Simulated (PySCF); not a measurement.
From one molecule to another.

First species: 4-oxopentanal, C₅H₈O₂.
Z-matrix (Å and degrees, GFN2-xTB geometry), rows numbered from 1:
```
C 
C   1  1.5026
O   2  1.2042  1  123.38
C   2  1.5211  1  114.58  3   179.84
C   4  1.5254  2  110.29  1   149.56
C   5  1.5009  4  111.06  2   -70.07
O   6  1.1983  5  125.27  4    -3.38
H   1  1.0893  2  107.67  3   104.68
H   1  1.0871  2  110.92  3  -136.98
H   1  1.0867  2  110.58  3   -14.14
H   4  1.0926  2  107.39  1   -90.34
H   4  1.0899  2  109.92  1    27.56
H   5  1.0934  4  109.86  2    48.90
H   5  1.0924  4  111.92  2   168.54
H   6  1.1077  5  113.54  4   176.71
```

Second species: C₅H₈O₂.
Numbering: `[CH3:1][O:2]/[CH:3]=[CH:4]/[C:5]([CH3:6])=[O:7]` (hydrogens: H8, H9, H10 on C1; H11 on C3; H12 on C4; H13, H14, H15 on C6)

Geometry (GFN2-xTB, Å), atoms numbered from 1 in this order:
```
atom  x, y, z in Å
C1    -2.699   -0.101    0.284
O2    -1.799    0.835   -0.271
C3    -0.487    0.589   -0.179
C4     0.119   -0.461    0.387
C5     1.565   -0.667    0.455
C6     2.457    0.388   -0.161
O7     2.027   -1.654    0.989
H8    -3.695    0.295    0.100
H9    -2.539   -0.210    1.360
H10   -2.597   -1.078   -0.198
H11    0.065    1.393   -0.647
H12   -0.453   -1.254    0.849
H13    3.496    0.097   -0.028
H14    2.245    0.486   -1.223
H15    2.290    1.349    0.320
```

Levels: PBE0/def2-SVPD for dipole moment, HOMO energy, LUMO energy, HOMO–LUMO gap, static isotropic polarisability and electronic spatial extent ⟨r²⟩ about the centre of nuclear charge; TDDFT PBE0/def2-SVPD for lowest singlet excitation; TDA PBE0/def2-SVPD for lowest triplet excitation (Tamm–Dancoff); GFN2-xTB for rotational constant A and rotational constant C. Geometries: GFN2-xTB. Each structure is a single optimised conformer of the isolated species, non-relativistic unless stated. Electronic properties by PySCF.

Dipoles, sizes and rotational constants follow the conformer. The torsions of the flexible species, by atom-mapped SMILES:
- `[CH3:1][C:2](=[O:3])[CH2:4][CH2:5][CH:6]=[O:7]`: C1–C2–C4–C5 150°, C2–C4–C5–C6 -70°, C4–C5–C6–O7 -3°
- `[CH3:1][O:2]/[CH:3]=[CH:4]/[C:5]([CH3:6])=[O:7]`: C1–O2–C3–C4 0°, C3–C4–C5–C6 0°

| property | column X | column Y |
| --- | --- | --- |
| dipole moment | 3.65 D | 3.11 D |
| HOMO energy | -7.18 eV | -7.40 eV |
| LUMO energy | -1.20 eV | -0.83 eV |
| HOMO–LUMO gap | 5.98 eV | 6.57 eV |
| lowest singlet excitation | 4.00 eV | 4.46 eV |
| lowest triplet excitation (Tamm–Dancoff) | 3.48 eV | 3.82 eV |
| static isotropic polarisability | 71.8 au | 64.9 au |
| electronic spatial extent ⟨r²⟩ about the centre of nuclear charge | 1018 bohr² | 789 bohr² |
| rotational constant A | 6.591 GHz | 4.203 GHz |
| rotational constant C | 1.121 GHz | 1.738 GHz |

Task: Which column belongs to which species?

Result: Column X is the second species and column Y the first. The first has 15 atoms and 54 electrons, the second 15 and 54.

Task: How does each property change from the first species to the second?

Result: dipole moment +0.54 D; HOMO energy +0.22 eV; LUMO energy -0.37 eV; HOMO–LUMO gap -0.59 eV; lowest singlet excitation -0.46 eV; lowest triplet excitation (Tamm–Dancoff) -0.34 eV; static isotropic polarisability +6.9 au; electronic spatial extent ⟨r²⟩ about the centre of nuclear charge +229 bohr²; rotational constant A +2.388 GHz; rotational constant C -0.617 GHz.

On the first: In wavenumbers S1 is 36000 cm⁻¹ (1 eV = 8065.54 cm⁻¹). The polarisability is 9.61 Å³ as a volume (1 au = 0.148185 Å³), or 1.20 au for each of the 54 electrons.

On the second: The vertical singlet–triplet gap S1 − T1 is 0.52 eV (TDDFT singlet less Tamm–Dancoff triplet; S1: HOMO→LUMO, weight 0.97; T1: HOMO→LUMO, weight 0.95). S1 lies 1.98 eV below the HOMO–LUMO gap; its leading configuration is HOMO→LUMO, weight 0.97.
